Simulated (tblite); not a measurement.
Species: C7H3FN (doublet state).
Numbering: `[N:1]#[C:2][C:3]1=[CH:4][C@H:5]2[CH:6]=[C:7]([F:8])[C:9]12` (hydrogens: H10 on C4; H11 on C5; H12 on C6)
Bond orders are those of one Lewis drawing.

Computed with GFN2-xTB (tblite), gas phase: L-BFGS steps from a force-field or distance-geometry start until the largest atomic force falls under 0.01 eV/Å.

Step 13: E = -651.0881 eV
```
atom  x, y, z in Å  |  force x, y, z in eV/Å
N1      2.9549    1.8562   -1.2426   -0.075   0.076   0.395
C2      2.1029    1.3142   -0.6930   -0.059   0.077  -0.308
C3      1.0263    0.4957   -0.3320   -0.073  -0.012  -0.185
C4      0.9759   -0.8596   -0.1771   -0.247  -0.170   0.043
C5     -0.5412   -0.9164   -0.3003   -0.049   0.153  -0.094
C6     -1.4950   -0.6184    0.8554    0.173  -0.162  -0.166
C7     -1.4425    0.7206    0.6349    0.276  -0.197   0.243
F8     -2.0109    1.7561    1.2451    0.179  -0.095  -0.143
C9     -0.4358    0.6129   -0.3989   -0.097   0.163  -0.115
H10     1.7365   -1.6087   -0.0580   -0.115  -0.007   0.088
H11    -0.9447   -1.4747   -1.1465    0.122  -0.026   0.275
H12    -1.9251   -1.2784    1.5866   -0.035   0.200  -0.033
```

Step 14: E = -651.1101 eV
```
atom  x, y, z in Å  |  force x, y, z in eV/Å
N1      2.9591    1.8722   -1.2210   -0.154   0.019   0.393
C2      2.0993    1.3142   -0.6997   -0.021   0.076  -0.273
C3      1.0241    0.4885   -0.3462   -0.212   0.144  -0.203
C4      0.9661   -0.8626   -0.1761   -0.101  -0.053   0.040
C5     -0.5451   -0.9158   -0.3021   -0.095   0.045  -0.124
C6     -1.4996   -0.6204    0.8424    0.143  -0.001   0.032
C7     -1.4462    0.7197    0.6314    0.421  -0.082   0.145
F8     -1.9852    1.7615    1.2626    0.164  -0.207  -0.221
C9     -0.4460    0.6112   -0.4165    0.033   0.144   0.019
H10     1.7323   -1.6038   -0.0543   -0.114  -0.075   0.106
H11    -0.9377   -1.4951   -1.1303    0.026  -0.106   0.055
H12    -1.9198   -1.2701    1.5836   -0.090   0.098   0.030
```

Step 15: E = -651.1302 eV
```
atom  x, y, z in Å  |  force x, y, z in eV/Å
N1      2.9603    1.8861   -1.1952   -0.097   0.055   0.302
C2      2.0912    1.3151   -0.7063   -0.071   0.016  -0.153
C3      1.0176    0.4843   -0.3603   -0.239   0.184  -0.222
C4      0.9554   -0.8644   -0.1752    0.054   0.094   0.003
C5     -0.5503   -0.9148   -0.3077   -0.098  -0.052  -0.108
C6     -1.5003   -0.6229    0.8311    0.085   0.124   0.224
C7     -1.4395    0.7172    0.6324    0.438   0.032   0.009
F8     -1.9558    1.7638    1.2734    0.118  -0.219  -0.206
C9     -0.4558    0.6116   -0.4346    0.126   0.056   0.104
H10     1.7272   -1.5987   -0.0502   -0.130  -0.110   0.122
H11    -0.9311   -1.5185   -1.1152   -0.071  -0.172  -0.157
H12    -1.9177   -1.2593    1.5815   -0.117  -0.008   0.083
```

Task: Estimate the geometry and energy of step 16. (The exact step hangs on the optimiser's Hessian estimate; all steps are aligned on step 15, rigid shifts and turns removed.)

Result: E = -651.1524 eV, largest force 0.390 eV/Å
```
atom  x, y, z in Å  |  force x, y, z in eV/Å
N1      2.9594    1.9030   -1.1593   -0.045   0.082   0.211
C2      2.0784    1.3172   -0.7128   -0.076   0.010  -0.044
C3      1.0052    0.4829   -0.3794   -0.147   0.136  -0.224
C4      0.9435   -0.8636   -0.1744    0.161   0.201  -0.073
C5     -0.5585   -0.9161   -0.3175   -0.083  -0.168  -0.082
C6     -1.5000   -0.6231    0.8216    0.056   0.175   0.344
C7     -1.4236    0.7153    0.6324    0.313   0.157  -0.061
F8     -1.9145    1.7656    1.2847    0.071  -0.179  -0.168
C9     -0.4666    0.6112   -0.4566    0.161  -0.071   0.107
H10     1.7202   -1.5927   -0.0442   -0.157  -0.106   0.137
H11    -0.9249   -1.5544   -1.1013   -0.130  -0.146  -0.269
H12    -1.9174   -1.2459    1.5806   -0.124  -0.090   0.122
```

The energy changes by -0.0222 eV. The first-order estimate −F·Δx gives -0.0297 eV and the mean of the old and new forces, exact on a quadratic surface, -0.0222 eV. The step makes an angle of 67° with the force vector and moves no atom by more than 0.043 Å.

The cost below is that of the whole relaxation. Time: 0.29 s wall. Hardware: Arm Neoverse V2, one thread (shared host).
